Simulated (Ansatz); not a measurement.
Calculated with Ansatz (gas phase, PBE0-D4/def2-TZVP geometries, no zero-point term in ΔE). CBS: MP2 limit from def2 TZ/QZ plus the TZ coupled-cluster correction, frozen cores. This one scheme is used for every species. For Ga, Zn outer-core shells are correlated without core-valence functions, which leaves a few kJ/mol of doubt a bond. Scalar relativity is left out up to krypton.

Consider the redistribution: `[F][GaH][ZnH]` + SiH₄ → `[ZnH2]` + `[F][GaH][SiH3]`.

`[F][GaH][ZnH]`:

Cartesian coordinates in Å:
```
F -1.041 0.176 1.934
Ga -0.582 -0.604 0.406
Zn 0.968 0.772 -0.900
H -1.299 -2.003 0.279
H 1.954 1.659 -1.720
```

SiH₄:

```xyz
5

Si    0.000    0.000    0.000
H     1.019   -0.840   -0.678
H     0.189   -0.083    1.470
H    -1.357   -0.488   -0.353
H     0.149    1.410   -0.439
```

`[ZnH2]`:

Z-matrix (Å, degrees):
```
Zn
H 1 1.544
H 1 1.544 2 180.0
```

`[F][GaH][SiH3]`:

Z-matrix (Å, degrees):
```
Si
Ga 1 2.406
H 1 1.487 2 109.6
H 1 1.487 2 109.4 3 119.3
H 1 1.487 2 111.2 3 -120.5
F 2 1.766 1 112.7 3 -56.8
H 2 1.565 1 135.0 3 123.4
```

```json
{"species": "`[F][GaH][ZnH]`", "HF/def2-SVP energy (Eh)": "-3801.10653"}
{"species": "SiH₄", "HF/def2-SVP energy (Eh)": "-291.15391"}
{"species": "`[ZnH2]`", "HF/def2-SVP energy (Eh)": "-1778.68216"}
{"species": "`[F][GaH][SiH3]`", "HF/def2-SVP energy (Eh)": "-2313.55992"}
```

Work out ΔE.

ΔE = (-1778.68216) + (-2313.55992) − (-3801.10653) − (-291.15391) = 0.01836 Eh = +0.50 eV. CCSD(T)/CBS gives +0.35 eV.

What do rigid-rotor, harmonic-oscillator terms from PBE0-D4/def2-TZVP frequencies (298.15 K, 1 bar) make of the CCSD(T)/CBS value? (Estimate.)

The calculation gave: ΔZPE = -0.04 eV, ΔH = +0.32 eV, ΔS = 12 J/(mol·K), ΔG = +0.28 eV. Modes under 50 cm⁻¹ make the entropy rough.

Largest T1 diagnostic among the species: 0.016.

At CCSD(T), def2-SVP lies +0.09 eV from the extrapolated value and def2-TZVPP −0.04 eV. The D4 term adds −0.04 eV with B3LYP and −0.02 eV with PBE0; it sums over pairs of atoms, weighted by their polarisabilities, and B3LYP, whose exchange is more repulsive, gets the larger term. In def2-TZVPP, CCSD(T) changes the Hartree–Fock value by −0.15 eV (the triples alone add −0.02 eV) and MP2 by −0.14 eV.

B3LYP here is the variant with VWN-RPA as its local correlation; programs differ in this.
